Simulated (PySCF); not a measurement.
Theory: NMR shieldings at PBE0/pcSseg-1/GIAO, geometry: GFN2-xTB, in PySCF (equivalent nuclei averaged, no solvent model, one conformer, non-relativistic).

Shifts are taken against calculated references (same method and geometry level): ¹H (σref 31.72) and ¹³C (σref 186.93) against TMS. Shifts are as computed. Against solution values, carbons near 30 ppm lie about +3 ppm off and those near 130 ppm about +5 ppm; carbons on Cl a further +6 ppm. Of 1211 compounds with measured shifts, 218 miss one by over three times the rms of a fit or turn the order of signals round; such compounds aren't used in these exercises. Carbons bonded to Cl come out too deshielded. OH and NH positions are gas-phase values without hydrogen bonding to other molecules.

(1) Order these molecules by the shift of their most deshielded carbon-bound hydrogen, lowest δ first.
A. C#C[C@](C)(Cl)[SiH2]C
B. C#CC#CCCF
C. Fc1ccccc1
D. OC1CCCCC1

(2) Order these molecules by the shift of their most shielded carbon-bound hydrogen, lowest δ first.
A. C#C[C@](C)(Cl)[SiH2]C
B. C#CC#CCCF
C. Fc1ccccc1

(3) How many ¹³C and ¹H signals does each give (equivalence by symmetry and fast rotation, but not about amide C–N or C=N bonds)? `OC1CCCCC1`, `C#CC#CCCF`, `Fc1ccccc1`, `C#C[C@](C)(Cl)[SiH2]C`

Answers

(1) A (2.39 ppm, hydrogen on a terminal alkyne carbon), D (3.36 ppm, hydrogen on an sp3 CH bonded to O), B (4.81 ppm, hydrogen on an sp3 CH2 bonded to F), C (7.66 ppm, hydrogen on an aromatic CH).

(2) A (0.55 ppm, hydrogen on a methyl carbon bonded to Si), B (1.19 ppm, hydrogen on a terminal alkyne carbon), C (7.37 ppm, hydrogen on an aromatic CH).

(3) OC1CCCCC1: 4 C, 8 H; C#CC#CCCF: 6 C, 3 H; Fc1ccccc1: 4 C, 3 H; C#C[C@](C)(Cl)[SiH2]C: 5 C, 5 H.
